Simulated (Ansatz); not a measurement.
Ansatz (an electronic-structure program) input (B3LYP-D3(BJ)/def2-TZVP):

Ansatz 0.2 input:
```yaml
crystal:
  periodic: [false, false, false]
  atoms:
    - {symbol: Sn, position_ang: [0.02364241, -0.00380899, 0.73281402]}
    - {symbol: Cl, position_ang: [1.34609588, 1.61154107, -0.40766173]}
    - {symbol: Cl, position_ang: [-1.34720846, -1.63083774, -0.33127328]}
basis:
  gaussian:
    orbitals: def2-TZVP
hamiltonian:
  xc: b3lyp
  dispersion: d3bj
total_charge: 1
magnetization: {spin_polarized: true, initial_magnetization: 1}
relax: {f_tol: 0.002, max_steps: 150}
```

Output:

```
Functional definition: B3LYP
integrals: 0.05 GiB planned
958 factors; their error is unknown
mean field: 0.65 GiB planned
mean field evaluation 1: about -30867.3404 eV, gradient 3.3e1 eV
mean field evaluation 2: about -30835.9686 eV, gradient 8.0e1 eV
mean field evaluation 4: about -30873.3521 eV, gradient 4.5e0 eV
mean field evaluation 8: about -30873.5819 eV, gradient 1.4e-1 eV
mean field evaluation 16: about -30873.5820 eV, gradient 4.1e-4 eV
mean field -30873.58204507 eV, -1134.5832132906 hartree, gradient 2.8e-5 eV, S^2 0.757359; 1 other end points of the search recorded, 0 dependent functions left out
the calculation of the forces begins
reference -30873.58227921 eV, -1134.5832218954 hartree; 28, 27 occupied and 96, 97 virtual orbitals, 958 factors
relax step   1: F+E_penalty+E_count = -30873.76083446 eV  Δ(F+E_penalty+E_count) = +0.000e0 eV  max|allowed force component| = 6.225e-1 eV/Å  Δτ_max = 0.0000 Å  (45 SCF iters, accepted)
these checks for a lower state are left out or cut short: starts, cluster_reference, orbital_swaps, neighbouring_geometries, increment
integrals: 0.05 GiB planned
958 factors; their error is unknown
mean field: 0.65 GiB planned
mean field -30873.64639903 eV, -1134.5855782553 hartree, gradient 1.5e-5 eV, S^2 0.755834; 0 other end points of the search recorded, 0 dependent functions left out
the calculation of the forces begins
reference -30873.64662995 eV, -1134.5855867413 hartree; 28, 27 occupied and 96, 97 virtual orbitals, 958 factors
relax step   2: F+E_penalty+E_count = -30873.83003587 eV  Δ(F+E_penalty+E_count) = -6.920e-2 eV  max|allowed force component| = 1.162e-1 eV/Å  Δτ_max = 0.0997 Å  (38 SCF iters, accepted)
these checks for a lower state are left out or cut short: starts, cluster_reference, orbital_swaps, neighbouring_geometries, increment
integrals: 0.05 GiB planned
958 factors; their error is unknown
mean field: 0.65 GiB planned
mean field evaluation 32: about -30873.5197 eV, gradient 1.0e0 eV
mean field -30873.64767472 eV, -1134.5856251358 hartree, gradient 2.3e-5 eV, S^2 0.755927; 0 other end points of the search recorded, 0 dependent functions left out
the calculation of the forces begins
reference -30873.64790545 eV, -1134.5856336152 hartree; 28, 27 occupied and 96, 97 virtual orbitals, 958 factors
relax step   3: F+E_penalty+E_count = -30873.83205722 eV  Δ(F+E_penalty+E_count) = -2.021e-3 eV  max|allowed force component| = 1.287e-2 eV/Å  Δτ_max = 0.0246 Å  (41 SCF iters, accepted)
these checks for a lower state are left out or cut short: starts, cluster_reference, orbital_swaps, neighbouring_geometries, increment
integrals: 0.05 GiB planned
958 factors; their error is unknown
mean field: 0.65 GiB planned
mean field -30873.64745978 eV, -1134.5856172369 hartree, gradient 1.7e-5 eV, S^2 0.755931; 0 other end points of the search recorded, 0 dependent functions left out
the calculation of the forces begins
reference -30873.64769039 eV, -1134.5856257119 hartree; 28, 27 occupied and 96, 97 virtual orbitals, 958 factors
relax step   4: F+E_penalty+E_count = -30873.83215541 eV  Δ(F+E_penalty+E_count) = -9.819e-5 eV  max|allowed force component| = 9.285e-4 eV/Å  Δτ_max = 0.0074 Å  (42 SCF iters, accepted)
integrals: 0.05 GiB planned
958 factors; their error is unknown
mean field: 0.65 GiB planned
mean field evaluation 64: about -30873.6475 eV, gradient 2.8e-4 eV
mean field -30873.64745978 eV, -1134.5856172369 hartree, gradient 1.7e-5 eV, S^2 0.755931; 1 other end points of the search recorded, 0 dependent functions left out
the calculation of the forces begins
reference -30873.64769039 eV, -1134.5856257119 hartree; 28, 27 occupied and 96, 97 virtual orbitals, 958 factors
Total energy: -30873.83238602 eV, -1134.5924131511 hartree
Atom 0 at     0.024632    -0.003561     0.777450 Å, force     0.000001    -0.000001     0.000103 eV/Å
Atom 1 at     1.267516     1.517413    -0.427762 Å, force     0.000770     0.000928    -0.000074 eV/Å
Atom 2 at    -1.269617    -1.536957    -0.355810 Å, force    -0.000772    -0.000928    -0.000029 eV/Å
Dipole moment:     0.008582     0.002075     0.390689 e Å
```
